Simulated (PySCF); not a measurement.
C₂H₃O₂, SMILES [CH2]OC=O, multiplicity 2.

Coordinates come from a B3LYP-D3(BJ)/def2-SVP optimisation. The isomer is the one that the SMILES or the coordinates give; other isomers of the formula were not compared. The values are those of a single conformer.

Calculation: B3LYP-D3(BJ)/def2-SVP run with PySCF.

Harmonic, unscaled wavenumbers; measured fundamentals usually lie a few per cent lower.

Computed harmonic wavenumbers and intensities:
```
mode  ν (cm⁻¹)  IR (km/mol)  moving atoms (share of kinetic energy)
----  --------  -----------  --------------------------------------
1          132         69.8                          H 79 %, C 21 %
2          260          7.6                          H 83 %, O 10 %
3          326          9.9                  O 45 %, C 35 %, H 20 %
4          385          9.6                  H 42 %, O 35 %, C 23 %
5          757          8.6                  O 66 %, H 18 %, C 16 %
6          995          0.1                          H 57 %, C 37 %
7         1030         75.0                  C 71 %, H 18 %, O 11 %
8         1166         33.8                  H 55 %, C 25 %, O 20 %
9         1252        183.2                  O 50 %, C 35 %, H 15 %
10        1397          8.7                          H 89 %, O 10 %
11        1435          4.3                          H 82 %, C 14 %
12        1841        324.0                          C 58 %, O 38 %
13        3067         39.8                           H 91 %, C 9 %
14        3181          1.4                                  H 96 %
15        3349          0.2                          H 88 %, C 12 %
```
